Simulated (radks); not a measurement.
Dynamic dipole polarisability and lines of the krypton ion Kr8+, [Ar] 3d10. Method: non-relativistic Kohn-Sham, PBE, spin-unpolarised, spherical densities, point nucleus; computed with a radial shooting solver on a logarithmic mesh with Libxc functionals. Time-dependent linear response with the Hartree and adiabatic LDA kernel, continuum included through the Sternheimer equations. Lines are the poles of the dipole polarisability below minus the highest occupied eigenvalue, found on a grid refined at the orbital gaps; the lowest seven at most are given, and weak or close lines can be missed. The first line takes the name of the lowest orbital gap if no other gap lies below it; otherwise a line is named after a gap within 0.6 % of it, if that gap stands alone.

photon energy (eV),alpha (bohr^3)
0,0.2097
3.552,0.2098
24.863,0.2146
46.175,0.2280
67.486,0.2575
88.797,0.3624
110.11,0.005796
131.42,0.2797
152.73,0.9674
174.04,0.03814
195.35,-0.4593

Lines (eV, oscillator strength): 102.61 (12.08 nm, 3d-4p), f = 0.529; 157.46 (7.874 nm, unassigned), f = 1.49; 174.03 (7.124 nm, unassigned), f = 0.00142; 179.69 (6.900 nm, unassigned), f = 0.677; 191.15 (6.486 nm, unassigned), f = 0.382; 194.36 (6.379 nm, unassigned), f = 0.294. Higher lines, where found, are left out when the end of the mesh affects them. Those listed give 53 % of the static polarisability (sum of f/w^2). Orbital energy gaps for comparison: 3d-4p 101.33 eV; 3d-4f 155.93 eV; 3d-5p 156.43 eV; 3d-5f 178.74 eV; 3d-6p 179.05 eV.
